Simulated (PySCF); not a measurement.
Compound: C₇H₁₁O (doublet state).
Geometry (GFN2-xTB, Å), atoms numbered from 1 in this order:
```xyz
19
C7H11O angstrom
C      1.3396    1.0247    1.2700
C      0.6832    0.4171    0.1180
C      1.5982    0.3535   -1.1106
O      2.8074   -0.3162   -0.8570
C     -0.0184   -0.9164    0.4268
C     -1.2368   -0.4619    0.1476
C     -2.6046   -1.0307    0.1481
C     -0.7686    0.9270   -0.2020
H      2.4044    1.1513    1.2800
H      0.7829    1.2160    2.1668
H      1.0573   -0.1301   -1.9384
H      1.8776    1.3645   -1.4177
H      2.5997   -1.1802   -0.4840
H      0.3761   -1.8502    0.7853
H     -3.2439   -0.4712    0.8309
H     -3.0426   -0.9589   -0.8475
H     -2.5874   -2.0741    0.4538
H     -1.1167    1.7169    0.4602
H     -0.9170    1.2281   -1.2379
```

The hyperfine couplings belong to this conformer and change with its torsions.

As a line formula: `[CH2][C@@]1(CO)C=C(C)C1` [radical].

Level of theory: UKS B3LYP, pcH-1 on C H O, non-relativistic, mean-field spin-orbit, GIAO in PySCF. Geometry: GFN2-xTB, one conformer, isolated molecule. The geometry wasn't refined by DFT: couplings that depend on bond lengths, twists or pyramidal angles can differ widely from those at the functional's own minimum. Stability of the SCF solution: not tested.

Task: What is the g tensor, term by term?

Result: 
```
                    Δg (ppm)     1     2     3
relativistic mass correction  -145  -145  -145
            gauge correction     7    39    23
   orbital Zeeman/spin–orbit    17   503   588
                       total  -122   397   466
```

So g = 2.00220, 2.00272, 2.00279 and g_iso = 2.00257; the tensor is close to axial: the two nearest values differ by 12 % of g3 − g1. Axes: g2 points within 12° of the C1–C2 bond.

Task: How much does each term add to the isotropic shift?

Result: The orbital-Zeeman/spin–orbit term 369, the mass correction -145 and the gauge correction 23 ppm, for a total of 247 ppm. The orbital-Zeeman/spin–orbit term is the largest in size. The mass correction is the same along every axis, so the anisotropy comes from the other two: their spans along these axes are 32 (gauge) and 571 ppm (orbital Zeeman/spin–orbit).

Task: What are the electron Larmor frequencies g μB B/h along the three axes at 340 mT?

Result: 9.5279, 9.5304, 9.5307 GHz for g1, g2 and g3, a range of 2.8 MHz.

Task: In a frozen sample, at which fields do the three g values resonate at 9.5, 34, 94 and 263 GHz (hyperfine left aside), and which band first spreads them over more than twice a line width of 0.5 mT?

Result: 
```json
{"band": "X", "GHz": "9.5", "B(g3) mT": "338.90", "B(g2) mT": "338.92", "B(g1) mT": "339.00", "spread mT": "0.10"}
{"band": "Q", "GHz": "34.0", "B(g3) mT": "1212.92", "B(g2) mT": "1212.96", "B(g1) mT": "1213.28", "spread mT": "0.36"}
{"band": "W", "GHz": "94.0", "B(g3) mT": "3353.37", "B(g2) mT": "3353.49", "B(g1) mT": "3354.36", "spread mT": "0.98"}
{"band": "J", "GHz": "263.0", "B(g3) mT": "9382.31", "B(g2) mT": "9382.63", "B(g1) mT": "9385.06", "spread mT": "2.75"}
```

The spread grows in proportion to the frequency. J band is the first where it exceeds 1.0 mT.

The largest Mulliken spin populations are on C1 (+1.06) and C2 (-0.09). No atom but C1 exceeds +0.15. The positive populations add up to 1.18 and the negative ones to -0.18, together 2S = 1. The angles at C1 add up to 359.4°, so it is planar; its axial dipolar tensor and the negative couplings of its protons fit spin in a p orbital normal to that plane.

The HOMO–LUMO gaps are 5.56 eV among the α and 5.23 eV among the β orbitals.
